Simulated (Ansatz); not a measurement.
Calculated with Ansatz (gas phase, PBE0-D4/def2-TZVP geometries, no zero-point term in ΔE). CBS: MP2 limit from def2 TZ/QZ plus the TZ coupled-cluster correction, frozen cores. DFT in def2-TZVPP. B3LYP here is the variant with VWN-RPA as its local correlation; programs differ in this. For Ge outer-core shells are correlated without core-valence functions, which leaves a few kJ/mol of doubt a bond. Scalar relativity is left out up to krypton. Each species was taken in one conformer, which may not be the lowest.

`B[N]([GeH3])C=C` + `CCNC(C)(C)C` → `BN(CC)C(C)(C)C` + `C=C[NH][GeH3]`  (ligand exchange at a B–N bond)

`B[N]([GeH3])C=C`:

Z-matrix (Å, degrees):
```
Ge
N 1 1.875
H 1 1.536 2 108.6
H 1 1.536 2 108.6 3 -119.5
H 1 1.528 2 105.9 3 120.2
C 2 1.397 1 118.6 3 59.8
B 2 1.402 1 120.6 3 -120.2
C 6 1.330 2 126.7 1 -0.0
H 6 1.087 2 113.2 1 180.0
H 7 1.198 2 118.8 1 180.0
H 7 1.196 2 119.5 1 0.0
H 8 1.081 6 119.8 2 -180.0
H 8 1.084 6 123.3 2 0.0
```

`CCNC(C)(C)C`:

```xyz
22

C    -2.509   -0.466    0.629
C    -1.453    0.621    0.763
N    -0.103    0.136    0.995
C     0.820    0.043   -0.137
C     1.218    1.451   -0.570
C     2.055   -0.684    0.377
C     0.253   -0.719   -1.340
H    -3.506   -0.032    0.513
H    -2.317   -1.113   -0.229
H    -2.528   -1.093    1.525
H    -1.454    1.248   -0.133
H    -1.738    1.286    1.587
H    -0.133   -0.750    1.483
H     0.361    2.015   -0.947
H     1.638    1.999    0.277
H     1.962    1.412   -1.369
H     1.805   -1.703    0.689
H     2.475   -0.157    1.236
H     2.819   -0.753   -0.400
H    -0.641   -0.231   -1.736
H    -0.011   -1.743   -1.063
H     0.986   -0.767   -2.150
```

`BN(CC)C(C)(C)C`:

```xyz
24

B     0.588   -1.729    1.006
N     0.222   -0.736    0.110
C     0.758   -0.813   -1.253
C     2.208   -0.375   -1.356
C    -0.696    0.391    0.384
C    -1.992    0.194   -0.406
C    -0.046    1.718   -0.010
C    -1.047    0.462    1.862
H     1.307   -2.601    0.602
H     0.216   -1.740    2.139
H     0.669   -1.845   -1.599
H     0.142   -0.212   -1.924
H     2.562   -0.469   -2.386
H     2.837   -1.003   -0.721
H     2.339    0.662   -1.042
H    -1.820    0.170   -1.484
H    -2.685    1.013   -0.202
H    -2.471   -0.744   -0.116
H     0.870    1.883    0.563
H    -0.733    2.540    0.202
H     0.199    1.763   -1.073
H    -1.694    1.326    2.028
H    -1.579   -0.429    2.197
H    -0.154    0.577    2.480
```

`C=C[NH][GeH3]`:

```xyz
11

C    -0.718    0.264   -2.041
C    -0.647    0.026   -0.730
N     0.470   -0.351   -0.016
Ge    0.632   -0.123    1.803
H     0.154    0.209   -2.683
H    -1.667    0.507   -2.498
H    -1.551    0.097   -0.127
H     1.318   -0.393   -0.561
H     0.879    1.350    2.190
H     1.821   -0.986    2.244
H    -0.690   -0.601    2.420
```

Problem. Is it downhill or uphill in electronic energy at CCSD(T)/CBS, and by how much? (Best estimate.)

Solution. Computed: Downhill: ΔE = -3.8 kJ/mol.

Problem. What do these levels give: B3LYP-D4, ωB97X-V, CCSD(T)/def2-TZVPP, HF/def2-QZVPP, SCS-MP2/def2-QZVPP, MP2/CBS(def2)? (Best estimate.)

Solution. The calculation gave: B3LYP-D4 -6.8, ωB97X-V -6.4, CCSD(T)/def2-TZVPP -4.5, HF/def2-QZVPP 3.6, SCS-MP2/def2-QZVPP -4.8, MP2/CBS(def2) -5.3 kJ/mol.

Largest T1 diagnostic among the species: 0.013.

In def2-TZVPP, CCSD(T) changes the Hartree–Fock value by −8.5 kJ/mol (the triples alone add −1.3 kJ/mol) and MP2 by −10.1 kJ/mol.
